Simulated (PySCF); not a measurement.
SMILES CC(C)CC[SeH] (C5H12Se), GFN2-xTB optimised geometry.

```
18

C      1.91     0.61     1.30
C      1.34     0.05     0.00
C      1.85    -1.38    -0.22
C     -0.19     0.05     0.00
C     -0.78     1.44     0.00
Se    -2.75     1.43    -0.21
H      1.54     0.05     2.15
H      1.64     1.65     1.43
H      2.99     0.54     1.30
H      1.69     0.67    -0.83
H      1.48    -1.78    -1.16
H      2.94    -1.39    -0.24
H      1.52    -2.03     0.59
H     -0.55    -0.50     0.87
H     -0.54    -0.48    -0.89
H     -0.42     2.03    -0.85
H     -0.57     1.99     0.92
H     -2.99     0.65     0.98
```

Density from PBE/def2-SVP in PySCF 2.14.0 at that geometry.

Minimum of the electron density along straight lines between bonded atoms, close to the bond critical point (lines longer than 1.1 times the sum of covalent radii, or with two minima, are not listed):

```csv
bond,length / Å,ρ at the minimum / e bohr⁻³,∇²ρ there / e bohr⁻⁵,position (fraction from the first atom)
C1–C2,1.527,0.241,-0.53,0.50
C2–C3,1.528,0.241,-0.52,0.50
C2–C4,1.534,0.239,-0.52,0.50
C4–C5,1.518,0.245,-0.54,0.49
C5–Se6,1.976,0.140,-0.14,0.48
C1–H7,1.088,0.273,-0.98,0.63
C1–H8,1.087,0.274,-0.99,0.63
C1–H9,1.088,0.274,-0.99,0.63
C2–H10,1.096,0.273,-0.96,0.62
C3–H11,1.088,0.274,-0.99,0.63
C3–H12,1.087,0.274,-0.98,0.63
C3–H13,1.088,0.274,-0.98,0.63
C4–H14,1.094,0.273,-0.97,0.62
C4–H15,1.093,0.274,-0.99,0.63
C5–H16,1.092,0.275,-1.00,0.63
C5–H17,1.090,0.277,-1.02,0.64
Se6–H18,1.447,(withheld),-0.21,0.62
```

Question: Some entries are withheld; supply them.

Answer: 
- Se6–H18, ρ at the minimum / e bohr⁻³: 0.180
